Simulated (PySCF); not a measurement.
## How methods differ on the excitation energy of Ga⁺

Ga⁺ [Ar] 3d10 4s2 (1S) → Ga⁺ [Ar] 3d9 4s2 4p1 (high-spin determinant), as a difference of total energies. Computed with PySCF 2.14 in x2c-TZVPPall (6s5p4d1f, 48 functions), with the spin-free X2C one-electron Hamiltonian (Gaussian nucleus). Correlated levels: valence and next inner shell: [Ne] frozen. The calculations carry no spin-orbit coupling.

```json
{"method": "UHF", "excitation energy (eV)": "19.217"}
{"method": "MP2 (valence and next inner shell)", "excitation energy (eV)": "21.163"}
{"method": "SCS-MP2 (valence and next inner shell)", "excitation energy (eV)": "20.938"}
{"method": "CCSD (valence and next inner shell)", "excitation energy (eV)": "20.451"}
{"method": "CCSD(T) (valence and next inner shell)", "excitation energy (eV)": "19.464"}
```

Q: How much does correlation contribute at CCSD(T) (valence and next inner shell)?

A: 19.464 − (19.217) = 0.247 eV, measured against UHF.

A first-order spin-orbit estimate (lowest level to lowest level, LS coupling) adds -0.110 eV.

The basis was made for the ground configuration and has no added diffuse functions, so the excitation energy can come out too high.

The coupled-cluster amplitudes are large for the upper state (T1 above 0.03 or a double amplitude above 0.15), so a single reference is strained.

The determinant of the upper state mixes LS terms, which raises its energy above the lowest term, most at the Hartree-Fock and MP2 levels.
